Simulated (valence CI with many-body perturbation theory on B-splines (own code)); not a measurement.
**As II in brief**

Calculated by relativistic CI+MBPT: four valence electrons over a frozen Dirac-Fock core [Ar] 3d10, a basis of 9 s, 9 p, 8 d, 6 f, 3 g, 1 h functions for each j, with the one-electron correlation potential Σ1, the two-electron term Σ2, the three-electron term Σ3, Breit, model QED; selected CI, second order for the rest, scaled by the run's own slope (own B-spline code, finite nucleus).

Set against measurement, 16 paired levels are off by 216 cm⁻¹ on average, the worst by 374. These come from a selection out of the NIST Handbook of Basic Atomic Spectroscopic Data. Levels without a partner in it may be off by more. Among the levels kept, up to 450 cm⁻¹ of a level comes from second order outside the variational space, and about a tenth of that is noise between levels of different J, which matters for small intervals.

Rates and lifetimes use the calculated energies. Strong lines usually hold to 10 to 20 %, long lifetimes can be off by a factor of two.

Task: What is the ground level?

Result: 4s2 4p2 3P_0, composition 94 % 4s2 4p2 3P + 1 % 4s2 4p2 1S.

Task: Among levels below 13.015 eV, which E1 lines absorb most strongly from the ground level?

Result: to 4s2 4p 4d 3D°_1 at 101.1 nm, f = 1.52; to 4s2 4p 5s 3P°_1 at 126.6 nm, f = 0.233; to 4s2 4p 4d 3P°_1 at 97.65 nm, f = 0.209.

Task: What are the static dipole polarisabilities of the lowest levels?

Result: 4s2 4p2 3P_0 16.0; 4s2 4p2 3P_1 16.2 (tensor -0.28); 4s2 4p2 3P_2 16.3 (tensor 0.41); 4s2 4p2 1D_2 16.9 (tensor -1.1) bohr³, of which the core gives 0.510.

Task: How well does LS coupling describe the low levels?

Result: Among the lowest 20 levels the leading LS term, summed over configurations, holds 95 % on average. For single configurations the figures are 81 % in LS and 63 % in jj coupling. Terms mix most in the J = 2 level at 10.257 eV, where the leading one holds 73 %.

Task: What is the ionisation energy?

Result: 18.549 eV; NIST lists 18.5892 eV (measured).

Task: Where does the other parity begin?

Result: At 4s 4p3 5S°_2, 6.758 eV.

Task: Name the longest-lived excited levels whose lifetime is computed, and their main decay.

Result: 4s2 4p2 3P_1 at 0.131 eV lives 47.2 s, mostly by M1 to 4s2 4p2 3P_0; 4s2 4p2 3P_2 at 0.314 eV lives 23.6 s, mostly by M1 to 4s2 4p2 3P_1; 4s2 4p2 1D_2 at 1.251 eV lives 1.54 s, mostly by M1 to 4s2 4p2 3P_2.
